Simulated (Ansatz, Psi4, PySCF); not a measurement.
C2H8OSi (SMILES CC[SiH2]O), singlet, geometry from GFN2-xTB, atoms displaced at random by about 0.08 Å a coordinate. Base run: HF/6-31G, gradient (PySCF).

Here is a job for PySCF.
```python
from pyscf import gto, scf

mol = gto.M(
    atom='''
Si    0.77362030    0.43384734    0.31976677
O     1.31415998   -0.92949096    0.09649302
C    -1.08203068    0.51975473   -0.61071392
C    -1.82716337   -0.45379455   -0.00582402
H     1.72181112    1.42607092   -0.43486157
H     0.60212117    0.79361254    1.73675170
H     0.98592336   -1.79167358    0.39296801
H    -0.87917076    0.46524771   -1.63060279
H    -1.40238732    1.61939712   -0.39983715
H    -2.02165826   -0.31204094    1.15064740
H    -2.94040646   -0.31292316   -0.47023572
H    -1.54491661   -1.57466228   -0.40963215
''',
    basis='6-31g',
    verbose=4,
)

mf = scf.RHF(mol)
mf.kernel()
g = mf.nuc_grad_method()
grad = g.kernel()
```

Programs used: Ansatz (an electronic-structure program), Psi4, PySCF; a row that names a program was run with it.

The coordinate followed is y of atom 8.

Each row names what was changed in the base input (with any setting that the change needs).

| change | dE/dx (Eh/bohr) | net force (Eh/bohr) |
|---|---|---|
| base | 0.008452 | 0.000000 |
| code = ansatz | 0.008452 | 0.000000 |
| finite difference step (bohr) = 0.01; conv_tol = 1e-11 | 0.008452 | - |
| code = psi4 | 0.008452 | 0.000000 |
| density fitting = on | 0.008446 | 0.000000 |
| finite difference step (bohr) = 1e-5; conv_tol = 1e-11 | 0.008452 | - |
| finite difference step (bohr) = 0.05; conv_tol = 1e-11 | 0.008436 | - |
| conv_tol = 1e-6 | 0.008452 | 0.000000 |
| density fitting = on; auxbasis_response = off | 0.008450 | 0.001049 |
| conv_tol = 1e-11 | 0.008452 | 0.000000 |
| finite difference step (bohr) = 1e-4; conv_tol = 1e-11 | 0.008452 | - |
| conv_tol = 1e-4 | 0.008443 | 0.000000 |

The net force is zero for an exact gradient.
